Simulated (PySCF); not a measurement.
# Working out the ionisation energy of Sb²⁺

Sb²⁺ [Kr] 4d10 5s2 5p1 (2P) → Sb³⁺ [Kr] 4d10 5s2 (1S). Calculation: PySCF 2.14, in def2-QZVPPD with the def2 core potential (28 electrons); a scalar-relativistic core potential. Frozen: nothing. Energies in hartree (1 hartree = 27.21139 eV):

| part | Sb²⁺ (lower) | Sb³⁺ (upper) |
| --- | --- | --- |
| UHF | -238.374740 | -237.487244 |
| MP2 opposite-spin | -0.420048 | -0.409941 |
| MP2 same-spin | -0.223528 | -0.216865 |

What does Hartree-Fock give?

(-237.487244) − (-238.374740) = 0.887496 hartree = 24.150 eV.

What do MP2 and SCS-MP2 (6/5 opposite-spin, 1/3 same-spin) give?

The opposite-spin parts differ by 0.275 eV and the same-spin parts by 0.181 eV. MP2: 24.150 + (0.275) + (0.181) = 24.606 eV. SCS-MP2: 24.150 + 1.2 × (0.275) + (0.181)/3 = 24.540 eV.

Reference: 25.323 eV (measured; NIST Atomic Spectra Database, ionization energies), between the lowest levels; spin-orbit coupling is absent from the calculation.

What remains against the reference includes basis incompleteness and correlation beyond second order.
